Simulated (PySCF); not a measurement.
CH3ClSSe. Atoms are numbered in the order given.

```xyz
7

Se     0.2561     0.0331     0.8253
Cl     0.7719     1.8565    -0.3860
S     -0.2140    -1.4642    -0.6768
C     -1.9344    -1.0512    -1.1490
H     -2.6076    -1.1222    -0.2845
H     -2.2275    -1.7863    -1.9140
H     -1.9635    -0.0412    -1.5795
```

Geometry: B3LYP-D3(BJ)/def2-SVP. The structure was generated by enumeration, and PubChem lists no compound with its InChIKey, so it may never have been made. One conformer was computed; it need not be the lowest.

Level of theory: PBE/def2-TZVP run with PySCF.

ESP charges are fitted to the potential on shells at 1.4 to 2.0 van der Waals radii. Atomic charges (e):

| atom | Löwdin | ESP fit |
|---|---|---|
| Se1 | -0.05 | ___ |
| Cl2 | -0.05 | ___ |
| S3 | 0.29 | -0.05 |
| C4 | -0.54 | -0.30 |
| H5 | 0.11 | ___ |
| H6 | 0.12 | ___ |
| H7 | 0.12 | ___ |

**Question.** Fill in the missing entries. (The exact figures need the calculation; the answer reports its results.)

**Answer.** 
- Se1, ESP fit: 0.08
- Cl2, ESP fit: -0.14
- H5, ESP fit: 0.12
- H6, ESP fit: 0.17
- H7, ESP fit: 0.12

**Question.** Give the Mayer and Wiberg (Löwdin basis) orders of the bonds. (Estimate from the structure and the level; the computed values follow.)

**Answer.** 
| bond | Mayer | Wiberg |
|---|---|---|
| Se1–Cl2 | 0.97 | 1.52 |
| Se1–S3 | 1.35 | 1.82 |
| S3–C4 | 1.01 | 1.48 |
| C4–H5 | 0.95 | 0.94 |
| C4–H6 | 0.94 | 0.93 |
| C4–H7 | 0.95 | 0.94 |
